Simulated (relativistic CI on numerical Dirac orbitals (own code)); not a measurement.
## Hg4+: 5p photoemission

Computed with this model: Dirac-Coulomb-Breit CI, KLI orbitals optimised for each configuration, a model potential for QED, valence Slater integrals scaled by 0.8, multiplet model of photoemission in the sudden approximation; configurations [Xe] 4f14 5d8 → [Kr] 4d10 4f14 5s2 5p5 5d8; 80 K; Lorentzian 1.5 eV and Gaussian 0.6 eV FWHM. Energies are those of the free ion, without screening or charge transfer. The energies are binding energies and can lie tens of eV above those of solids. S is read from ⟨S²⟩ = S(S + 1).

Field parameters in Wybourne normalisation: D4h B²₀ = −7Ds, B⁴₀ = 21(Dq − Dt), B⁴₄ = 21√(5/14) Dq. The field is a parameter set, without covalency.

free ion: ground-state S = 0.96, centroid 130.44 eV. Peaks (eV, height): 119.8 (100), 121.6 (61), 122.6 (60), 123.8 (62), 128.8 (53), 131.6 (15), 144.0 (74), 146.2 (57).

D4h, 10Dq = 33350, Ds = -1500, Dt = 870 cm⁻¹: ground-state S = 0.99, centroid 130.51 eV. Peaks (eV, height): 120.8 (100), 122.4 (62), 126.0 (37), 127.8 (30), 143.6 (55), 145.8 (34).

D4h, 10Dq = 33350, Ds = 3000, Dt = 870 cm⁻¹: ground-state S = 0.99, centroid 130.51 eV. Peaks (eV, height): 120.8 (100), 125.8 (35), 143.2 (51), 145.6 (36).

Strongest unbroadened transitions for D4h, 10Dq = 33350, Ds = -1500, Dt = 870 cm⁻¹:

```tsv
Energy (eV)	Relative strength
120.78	10.0
120.80	67.5
120.82	100.0
120.94	15.4
122.27	20.0
122.71	7.9
122.73	10.1
122.75	53.2
125.48	8.2
125.95	19.1
126.04	12.1
127.87	22.1
142.85	11.0
142.87	55.3
143.82	73.1
145.76	38.2
145.97	6.1
148.27	12.0
```
